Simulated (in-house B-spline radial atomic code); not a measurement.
How numerical settings move a run on Fe2+, [Ar] 3d6. Computed with an all-electron radial atomic-structure program (B-spline basis): non-relativistic r2SCAN, spin-polarised, spherical fractional occupations, point nucleus.

Command:
```bash
python run_scf.py task.json out
```
Settings of the sound reference run:
```
Z                26
electrons        24
configuration    [Ar] 3d6
hamiltonian      nr
method           r2scan
spin_polarised   True
knot_spacing     0.22
spline_order     8
gauss_points     12
box_radius       22.22
max_iterations   70
damping          0.5
damped_steps     3
diis_vectors     10
tolerance        1e-08
start            Thomas-Fermi
```

Run time, properties included: 0.21 s on 1 thread of Arm Neoverse V2, with other jobs on the host.

It converges in 9 iterations to -1262.748689 hartree, with 3d down at -22.4542 eV. The other runs change the listed settings, some to values that make no sense; their results aren't properties of the atom or ion. Radii are in bohr (the nuclear one in fm), a minus after a letter asks for a j subshell, and «unchanged» means within 1e-8 hartree. The run stops when the residual is below 10 × tolerance × max(1, Z/10), or a noise floor if that is larger, and the energy moves by less than 1e-8 × √|E| hartree; so very loose and very tight tolerances often act alike.

```tsv
changed settings	outcome
damped_steps = 0	converged in 7 iterations, energy unchanged, 3d down level -4.6e-06 eV
damped_steps = 1	converged in 8 iterations, energy unchanged, 3d down level +8.0e-06 eV
first_knot = 3.85e-06	converged in 6 iterations, energy -1.46e-06 hartree from the reference, 3d down level +1.1e-02 eV
spline_order = 4	converged in 9 iterations, energy +4.16e-04 hartree from the reference, 3d down level -2.3e-04 eV
gauss_points = 3, box_radius = 3.33, max_iterations = 60, tolerance = 1e-06	converged in 6 iterations, energy -2.78e+05 hartree from the reference, 3d down level +2.9e+00 eV (the program warns: 3d down reaches the box edge; 3p up reaches the box edge)
spline_order = 10	converged in 9 iterations, energy +6.32e-06 hartree from the reference, 3d down level +2.1e-04 eV
first_knot = 0.0115	converged in 9 iterations, energy +4.27e-06 hartree from the reference, 3d down level +1.7e-04 eV
electrons = 25, configuration = [Ar] 3d6 4p-1, max_iterations = 60	stopped with error: j subshells need the Dirac Hamiltonian and l > 0
max_iterations = 75, damping = 0.8, start = bare nucleus	converged in 9 iterations, energy unchanged, 3d down level -1.3e-05 eV
first_knot = 0.0385	converged in 9 iterations, energy +1.84e-06 hartree from the reference, 3d down level -6.6e-05 eV
first_knot = 3.85e-05	converged in 8 iterations, energy +6.60e-06 hartree from the reference, 3d down level +2.0e-04 eV
damped_steps = 8	converged in 12 iterations, energy unchanged, 3d down level +1.2e-05 eV
damped_steps = 30	converged in 17 iterations, energy unchanged, 3d down level +6.9e-06 eV
box_radius = 6.67, max_iterations = 100, start = bare nucleus	converged in 9 iterations, energy +3.01e-05 hartree from the reference, 3d down level +2.9e-03 eV (the program warns: 3d down reaches the box edge; 3d up reaches the box edge)
knot_spacing = 0.55, spline_order = 5, max_iterations = 3, tolerance = 1e-06	not converged after 3 iterations, last residual 1.3e-03, last energy +1.02e-01 hartree from the reference
electrons = 32, configuration = [Ar] 3d6 5s2 5p6, max_iterations = 100	converged in 29 iterations to -1262.2994 hartree, a different physical problem (warning: 5s up has a positive eigenvalue: unbound, held by the box)
```

Question: What happens with first_knot = 0.000385?

Answer: Converged in 9 iterations, energy -5.94e-07 hartree from the reference, 3d down level -1.2e-04 eV.

Question: What happens with spline_order = 6?

Answer: Converged in 9 iterations, energy +8.66e-07 hartree from the reference, 3d down level -2.1e-04 eV.

Question: What happens with spline_order = 4, first_knot = 0.000385, max_iterations = 5, tolerance = 1e-10?

Answer: Not converged after 5 iterations, last residual 1.1e-04, last energy +4.31e-04 hartree from the reference.

Question: What happens with first_knot = 0.00385?

Answer: Converged in 9 iterations, energy +5.00e-06 hartree from the reference, 3d down level +2.0e-04 eV.
